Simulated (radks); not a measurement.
Problem. Tm XIII, configuration [Kr] 4d10 4f9 5s2. All-electron calculation, Dirac Kohn-Sham, LB94 model potential, spin-unpolarised, spherical densities, finite nucleus; open shells fill j = l - 1/2 first; Fermi nuclear charge, rms radius 5.2256 fm. Program: a radial shooting solver on a logarithmic mesh with Libxc functionals. Some entries of the table are withheld. Estimate them.

orbital  occ.  eigenvalue (eV)  <r> (bohr)
1s1/2       2        -59672.64     0.01999
2s1/2       2              (1)     0.08415
2p1/2       2        -9829.423     0.06990
2p3/2       4        -8840.779     0.07730
3s1/2       2        -2516.985      0.2201
3p1/2       2              (2)         (3)
3p3/2       4              (4)         (5)
3d3/2       4        -1751.311      0.1967
3d5/2       6        -1705.625      0.2010
4s1/2       2        -692.5571      0.4948
4p1/2       2        -610.0342      0.5018
4p3/2       4        -562.2175      0.5326
4d3/2       4        -425.2670      0.5521
4d5/2       6        -416.3124      0.5623
5s1/2       2        -268.9654         (6)
4f5/2       6              (7)      0.6182
4f7/2       3              (8)      0.6237

Solution. 
(1) 2s1/2 eigenvalue (eV): -10289.19
(2) 3p1/2 eigenvalue (eV): -2312.057
(3) 3p1/2 <r> (bohr): 0.2098
(4) 3p3/2 eigenvalue (eV): -2103.665
(5) 3p3/2 <r> (bohr): 0.2236
(6) 5s1/2 <r> (bohr): 1.051
(7) 4f5/2 eigenvalue (eV): -247.0404
(8) 4f7/2 eigenvalue (eV): -245.3911
